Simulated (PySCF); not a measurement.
## Ru²³⁺: ionisation energy

Ru²³⁺ [Ar] 3d3 (4F) → Ru²⁴⁺ [Ar] 3d2 (3F), as a difference of total energies. Computed with PySCF 2.14 in an even-tempered Gaussian basis (19 s from 2.5 bohr⁻², ratio 2.5; 12 p from 3.2 bohr⁻², ratio 2.5; 8 d from 3.2 bohr⁻², ratio 2.5; 4 f from 12 bohr⁻², ratio 2.7; 3 g from 19 bohr⁻², ratio 2.7), with the spin-free X2C one-electron Hamiltonian (Gaussian nucleus). Correlated levels: outer shells: [Ne] frozen; virtual orbitals above 40 to 60 times the deepest correlated orbital energy dropped. The calculations carry no spin-orbit coupling.

| method | ionisation energy (eV) |
| --- | --- |
| UHF | 1115.6 |
| LDA | 1116.1 |
| PBE | 1115.9 |
| PBE0 | 1116.2 |
| r2SCAN | 1117.1 |
| M06 | 1117.1 |
| M06-L | 1117.9 |
| MP2 (outer shells) | 1116.0 |
| SCS-MP2 (outer shells) | 1115.7 |

A first-order spin-orbit estimate (lowest level to lowest level, LS coupling) adds -0.156 eV.

Breit and QED terms and the two-electron picture change are absent.

For comparison: 1115 ± 4 eV (theoretical estimate listed by NIST; NIST Atomic Spectra Database, ionization energies).
